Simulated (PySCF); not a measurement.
The vertical singlet excitations below were computed for one of the candidates. Level of theory: PySCF, TDDFT CAM-B3LYP/def2-SVPD, vertical, gas phase, core orbitals frozen in the response. Geometries: PBE0-D3(BJ)/def2-SVP, one conformer each.

```
state  λ (nm)       f
   S1   159.1   0.016
   S2   154.2  0.0060
   S3   151.0  0.0073
   S4   148.3   0.034
   S5   146.2  0.0035
   S6   144.1  0.0016
   S7   142.2   0.045
   S8   142.0  0.0080
   S9   141.5  0.0098
  S10   140.6   0.040
```

Orbital energies (eV): HOMO-3 -10.61, HOMO-2 -10.31, HOMO-1 -10.19, HOMO -9.74, LUMO 1.10, LUMO+1 1.30, LUMO+2 1.67.

**Question.** Which candidate is it? All have the formula C3H11FOSi2.
A. `C[Si](C)(CF)O[SiH3]`
B. `CC[C@H](F)[SiH2]O[SiH3]`
C. `CO[Si@@H](F)CC[SiH3]`

**Answer.** C. Its S1, at 7.79 eV, is the highest among the candidates; the nearest of the others has S1 at 7.36 eV. S1 is HOMO→LUMO (76%), HOMO-1→LUMO (10%). Löwdin shares by element: HOMO carbon 34% or more, oxygen 13%, silicon 10% or more (atoms not listed hold the other 42%); LUMO silicon 24% or more, carbon 22% or more, hydrogen 9% or more (atoms not listed hold the other 45%). At the same level the other candidates give, for their lowest levels:
- `C[Si](C)(CF)O[SiH3]`: 168 nm (f 0.009); 163 nm (f 0.001); 160 nm (f 0.026); 156 nm (f 0.018); 152 nm (f 0.027); T1 6.97 eV; HOMO -9.46, LUMO 0.92 eV
- `CC[C@H](F)[SiH2]O[SiH3]`: 176 nm (f 0.003); 166 nm (f 0.000); 158 nm (f 0.011); 157 nm (f 0.015); 150 nm (f 0.003); T1 6.70 eV; HOMO -9.52, LUMO 0.82 eV

Shape of the structure used: `[CH3:1][O:2][Si@@H:3]([F:4])[CH2:5][CH2:6][SiH3:7]`: C1–O2–Si3–F4 64°, O2–Si3–C5–C6 175°, Si3–C5–C6–Si7 62°.
Triplets come from the Tamm–Dancoff approximation.

Without π bonds the low states are Rydberg-like; a valence basis with one diffuse set may place them up to an eV too high.
